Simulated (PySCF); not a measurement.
1-bromo-1,1-dichloroethane (C2H3BrCl2), SMILES CC(Br)(Cl)Cl.

Geometry: B3LYP-D3(BJ)/def2-SVP.

Two levels are set side by side: PBE/def2-TZVP (PySCF) and CAM-B3LYP/def2-TZVP (PySCF). Same geometry, gas phase. Differences are taken from unrounded values.

```tsv
quantity	CAM-B3LYP	PBE	PBE minus CAM-B3LYP
orbital gap (eV)	9.39	4.53	-4.86
highest occupied level (eV)	-9.67	-6.96	2.71
lowest empty level (eV)	-0.27	-2.43	-2.16
dipole moment (D)	1.80	1.75	-0.05
mean polarisability (bohr³)	68.3	71.2	2.9
```

Without exact exchange PBE keeps part of each electron's self-repulsion, which lifts occupied levels and narrows the gap. PBE's more diffuse valence density responds more strongly to a field. Differences between two approximate levels are no errors against the true value.

Rough cost on one machine, each run with all the roots and properties that it gave: CAM-B3LYP against PBE within a factor of 2.
